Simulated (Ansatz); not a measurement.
Cost and result for the atomization energy of `O[SiH][SiH](O)Cl` radical (9 atoms, 8 bonds).

```xyz
9

O     1.500    0.580    1.762
Si    1.425    0.557    0.109
Si   -0.547   -0.420   -0.675
O    -1.726    0.393    0.132
Cl   -0.650   -0.097   -2.711
H     0.725    0.924    2.213
H     2.657   -0.146   -0.343
H    -0.752   -1.886   -0.515
H    -2.633    0.096    0.030
```

The species carries charge 0 and has multiplicity 2. The geometry is a stationary point of PBE0-D4/def2-TZVP. It is one conformer, not always the lowest. Program: Ansatz. Hardware: A = 2 threads of an AMD EPYC 7R13 on a shared host; B = 2 threads of an AMD EPYC 7R13 on a shared host and a share of an NVIDIA H100 80 GB. Times are those of one run each, without the atoms' runs, and a repeat can differ threefold. Electronic energies, without spin–orbit coupling; frozen cores. CCSD(T)/CBS adds CCSD(T) − MP2 in def2-TZVPP to the MP2 limit, and its time is that of the two runs behind it. T1 = 0.014; ⟨S²⟩ of the reference is 0.76. B3LYP takes the VWN-RPA correlation (the form of Gaussian; ORCA's B3LYP/G).

CCSD(T)/CBS is a level of theory with its own doubt, some kJ/mol a heavy atom from the limit and from the frozen cores, so smaller differences don't rank the functionals.

```
                                 level  functions  wall time  atomization (kcal/mol)  difference from CCSD(T)/CBS  per bond
                    MP2/def2-QZVPP [B]        444        6 s                   745.2                          8.5       1.1
   PBE-D4/def2-TZVPP (with forces) [A]        244        6 s                   742.6                          5.9       0.7
 B3LYP-D4/def2-TZVPP (with forces) [A]        244       11 s                   728.9                         -7.8      -1.0
                PBE0-D4/def2-TZVPP [A]        244       11 s                   727.2                         -9.5      -1.2
r2SCAN-D4/def2-TZVPP (with forces) [A]        244       12 s                   738.8                          2.1       0.3
                 B2PLYP/def2-TZVPP [A]        244       13 s                   721.6                        -15.1      -1.9
                CCSD(T)/def2-TZVPP [B]        244       13 s                   710.6                        -26.1      -3.3
                     CCSD(T)/CBS(def2)          –       19 s                   736.7                          0.0       0.0
                ωB97X-V/def2-TZVPP [A]        244       21 s                   737.3                          0.6       0.1
  ωB97M-V/def2-TZVPP (with forces) [A]        244       28 s                   734.7                         -2.0      -0.2
```

From PBE to PBE0 (25 % exact exchange), in def2-TZVPP and without D4, the atomization energy moves by −14.6 kcal/mol: exact exchange takes away binding that semilocal exchange gives to molecules. The D4 term adds +9.4 kcal/mol with B3LYP and +4.9 kcal/mol with PBE0; it sums over pairs of atoms, weighted by their polarisabilities, and B3LYP, whose exchange is more repulsive, gets the larger term. In def2-TZVPP, CCSD(T) changes the Hartree–Fock value by +188.7 kcal/mol (the triples alone add +12.1 kcal/mol) and MP2 by +207.5 kcal/mol; breaking electron pairs costs correlation energy, which Hartree–Fock lacks.
